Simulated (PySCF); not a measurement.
**Assignment exercise: C2H13NOSi3**

Structure with atom numbers: `[CH3:1][N:2]([CH3:3])[SiH2:4][SiH2:5][O:6][SiH3:7]` (H(Xn): hydrogen on atom n).

PySCF 2.14.0 with density-fitted response routines calculation with shielding tensors at B97-2/pcSseg-1 (GIAO) and structure optimised with PBE0-D3(BJ)/def2-SVP; equivalent nuclei averaged, relativity neglected, one conformer, no solvent model.

Referencing at the same level of theory: 1H vs TMS.

Assign these signals to the numbered atoms. 1H NMR (300 MHz, computed): δ 5.28 (t, 2H), 4.82 (s, 3H), 4.74 (t, 2H), 2.36 (s, 6H).

## Answers


5.28 → H(Si5), hydrogen on a silicon bonded to O, Si
4.82 → H(Si7), hydrogen on a silicon bonded to O
4.74 → H(Si4), hydrogen on a silicon bonded to N, Si
2.36 → H(C1)/H(C3), hydrogen on a methyl carbon bonded to N: its carbon carries N, hence the downfield position

H(Si7) and H(Si4) lie closer than the usual error of such a calculation, so a measured spectrum could show them in the other order.

No couplings were computed; multiplicities are counted from neighbouring protons, with m where these are inequivalent, close in shift, in a saturated or five-membered ring or joined by F or P, and br s for small geminal =CH2 splittings.
